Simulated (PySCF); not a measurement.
## Ne+ (neon, charge +1) across methods

[He] 2s2 2p5, 2P determinant. Computed with PySCF 2.14 in x2c-QZVPPall with one added diffuse shell each of s, p, d, f type (8s5p4d3f1g, 73 functions), with scalar relativity by spin-free X2C-1e.

```csv
method,E (hartree),mean ε 2s β (eV),mean ε 2p α (eV),mean ε 2p β (eV),Σ⟨r²⟩ (bohr²),⟨S²⟩
PBE,-128.2109,-54.194,-33.199,-31.224,6.919,0.751
wB97X,-128.3079,-60.353,-38.681,-36.616,6.835,0.751
PBEsol,-127.8674,-54.020,-33.124,-31.050,6.925,0.751
PBE0,-128.2235,-58.059,-36.357,-34.208,6.856,0.751
CAM-B3LYP,-128.3000,-59.467,-37.906,-35.822,6.904,0.751
LDA,-127.5545,-54.074,-33.360,-31.227,6.945,0.751
r2SCAN,-128.2844,-55.521,-34.179,-32.017,6.832,0.752
UHF,-127.96278,-68.400,-44.928,-42.093,6.753,0.753
PW91,-128.2874,-54.276,-33.317,-31.352,6.914,0.751
```
